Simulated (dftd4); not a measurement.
F3Lu, charge -1, doublet, geometry from GFN2-xTB (such geometries of metal compounds can be far from the true shape) (the multiplicity is a formal guess); dftd4 4.2.0 with D4 for tpssh.

dftd4 was given this input:
```
$ dftd4 mol.xyz --func tpssh --charge -1 --json dftd4.json --noedisp --grad

# file mol.xyz
4

Lu     0.00000000    -0.00000000    -0.00000000
F     -1.64100110    -1.00106838     0.04768510
F      0.01279139     1.79257428    -0.69556466
F      1.62820971    -0.79150590     0.64787956
```

It wrote (shortened):

```
                    ____  _____ _____     ____  _  _
      -------------|  _ \|  ___|_   _|---|  _ \| || |------------
     |             | | | | |_    | | ___ | | | | || |_           |
     |             | |_| |  _|   | ||___|| |_| |__   _|          |
     |             |____/|_|     |_|     |____/   |_|            |
     |             ===================================           |
     |            E. Caldeweyher, S. Ehlert & S. Grimme          |
     |          Mulliken Center for Theoretical Chemistry        |
     |                    University of Bonn                     |
      -----------------------------------------------------------

Rational (Becke-Johnson) damping: tpssh-D4-ATM
---------------------
  s6         1.0000
  s8         1.8590
  s9         1.0000
  a1         0.4429
  a2         4.6023
 alp        16.0000
--------------------

Dispersion energy:      -2.2925510373614E-03 Eh

Gradient norm:           4.8234892502674E-04 Eh/a0
--------------------------------------------------
     #    Z           dE/dx      dE/dy      dE/dz
--------------------------------------------------
     1   71 Lu   -1.710E-13 -3.399E-13  9.674E-14
     2    9 F    -2.377E-04 -1.450E-04  6.906E-06
     3    9 F     1.853E-06  2.596E-04 -1.007E-04
     4    9 F     2.358E-04 -1.146E-04  9.383E-05
--------------------------------------------------

Virial:
--------------------------------------------------
      component           x          y          z
--------------------------------------------------
          x       1.463E-03  1.032E-04  2.649E-04
          y       1.032E-04  1.325E-03 -4.947E-04
          z       2.649E-04 -4.947E-04  2.479E-04
--------------------------------------------------

[Info] Dispersion results written to 'dftd4.txt'
[Info] JSON dump of results written to 'dftd4.json'
```
